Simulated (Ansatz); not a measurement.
The cluster PtCl₂, relaxed as a singlet with RKS PBE-D4/def2-TZVP in Ansatz, starting from the GFN2-xTB geometry. Force threshold 0.02 eV/Å.

In the def2 sets Pt takes a core potential; there is no spin–orbit coupling. The restricted singlet is unstable towards broken spin symmetry in Hartree–Fock (as tested in another run); at PBE-D4/def2-TZVP this wasn't settled. In the singlet, Cl2 and Cl3 lie 2.20 Å apart (atoms count from 1), so these atoms are partly bonded to each other. The relaxation made no stability test and no search for a lower SCF solution. No other spin state of charge 0 was run. Another isomer (triplet) lies 3.05 eV lower at PBE0-D4/def2-TZVP; other spin states weren't run for this one.

Start:

```xyz
3

Pt    1.652   -0.297    0.324
Cl   -1.352    1.130   -0.158
Cl   -0.300   -0.832   -0.165
```

Estimate the energy that the relaxation releases and the steps that it takes.

10.8 kJ/mol, in 5 steps; 3.4 s on 4 threads of Arm Neoverse V1 on a shared host. No frequencies were taken in this run, so the end may be a saddle point.

Does the start keep its bonding and symmetry?

By distances, no bond broke or formed. The bond that changes most is Pt1–Cl3, from 2.08 to 2.11 Å (atoms count from 1). Point group Cs at the start, Cs at the end, both within 0.05 Å.

Predict the relaxed structure.


```xyz
3

Pt    1.7855   -0.4425    0.3352
Cl   -1.5274    1.1212   -0.1976
Cl   -0.2581   -0.6787   -0.1376
```
Bond lengths: 1 × Cl–Pt 2.11 Å; 1 × Cl–Cl 2.20 Å.
